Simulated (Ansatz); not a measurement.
One change: `[SiH2]1[S][SnH2]1` becomes `F[SiH]1[S][SnH2]1`.

Ansatz, PBE0-D4/def2-TZVP geometries, multiplicity 1. 

Elements past krypton have def2 core potentials.

```
                                          property  `[SiH2]1[S][SnH2]1`
  size of the dipole moment (B3LYP/def2-TZVPP) / D                 2.16
             HOMO–LUMO gap (B3LYP/def2-TZVPP) / eV                 5.18
             LUMO energy (ωB97M-V/def2-TZVPP) / eV                 0.32
                LUMO energy (PBE0/def2-TZVPP) / eV                -1.34
size of the dipole moment (ωB97M-V/def2-TZVPP) / D                 2.24
             HOMO energy (ωB97M-V/def2-TZVPP) / eV                -8.83
```

**Question.** What does the change do to each property? (Best estimate.)

**Answer.** Computed: 
```tsv
property	`F[SiH]1[S][SnH2]1`	shift
size of the dipole moment (B3LYP/def2-TZVPP) / D	2.30	0.14
HOMO–LUMO gap (B3LYP/def2-TZVPP) / eV	5.14	-0.04
LUMO energy (ωB97M-V/def2-TZVPP) / eV	0.12	-0.20
LUMO energy (PBE0/def2-TZVPP) / eV	-1.54	-0.20
size of the dipole moment (ωB97M-V/def2-TZVPP) / D	2.39	0.15
HOMO energy (ωB97M-V/def2-TZVPP) / eV	-8.99	-0.16
```

With PBE0 the HOMO falls by 0.15 eV and the LUMO falls by 0.20 eV, so the gap narrows by about 0.05 eV. PBE moves the HOMO by -0.11 eV and ωB97M-V by -0.16 eV. Dipoles are sizes alone; their direction can turn.

B3LYP here is the variant with VWN-RPA as its local correlation; programs differ in this.
